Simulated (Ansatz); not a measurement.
Reactions of `O[SiH](O)O[Si](F)(F)F`.

Gas-phase electronic energies from Ansatz, PBE0-D4/def2-TZVP geometries. CCSD(T)/CBS adds triple-zeta CCSD(T) − MP2 to the extrapolated MP2 energy (def2 sets, frozen cores). This one scheme is used for every species. Functionals use def2-TZVPP. No spin–orbit coupling; open shells (•) take unrestricted orbitals. Elements past krypton have def2 core potentials. For I outer-core shells are correlated without core-valence functions, which leaves a few kJ/mol of doubt a bond. Each species was taken in one conformer, which may not be the lowest.

```tsv
reaction	r2SCAN-D4 (kJ/mol)	ωB97M-V (kJ/mol)	MP2/CBS(def2) (kJ/mol)	B2PLYP (kJ/mol)	CCSD(T)/CBS(def2) (kJ/mol)
`O[SiH](O)O[Si](F)(F)F` + `C[SiH](F)F` → `O[SiH](O)[SiH](F)F` + `CO[Si](F)(F)F`	281	284	296	280	284
`O[SiH](O)O[Si](F)(F)F` + `CC[SiH](Cl)Cl` → `O[SiH](O)C[SiH](Cl)Cl` + `CO[Si](F)(F)F`	160	158	169	166	165
`O[SiH](O)O[Si](F)(F)F` + `O[SiH2]O` → `O[SiH2]O[SiH](O)O` + `O[Si](F)(F)F`	-1	-1	-1	1	0
`O[SiH](O)O[Si](F)(F)F` + HI → `F[Si](F)(F)I` + `O[SiH](O)O`	62	64	55	67	64
`O[SiH](O)O[Si](F)(F)F` → `[O][Si](F)(F)F`• + `O[SiH]O`•	607	638	679	620	647
`O[SiH](O)O[Si](F)(F)F` + CH₃NH₂ → `CN[Si](F)(F)F` + `O[SiH](O)O`	56	54	56	57	58
`O[SiH](O)O[Si](F)(F)F` + `N[Si](F)(F)F` → `O[SiH](O)N[Si](F)(F)F` + `O[Si](F)(F)F`	54	54	55	58	56
`O[SiH](O)O[Si](F)(F)F` + `N[SiH2]F` → `O[SiH](O)N[SiH2]F` + `O[Si](F)(F)F`	60	59	59	64	60
`O[SiH](O)O[Si](F)(F)F` + `C[SiH2]Cl` → `O[SiH](O)C[SiH2]Cl` + `O[Si](F)(F)F`	117	115	116	125	118
`O[SiH](O)O[Si](F)(F)F` + H–F → `O[SiH](O)F` + `O[Si](F)(F)F`	-29	-27	-22	-30	-22
```

Largest T1 diagnostic: 0.015, for `O[SiH]O`•.
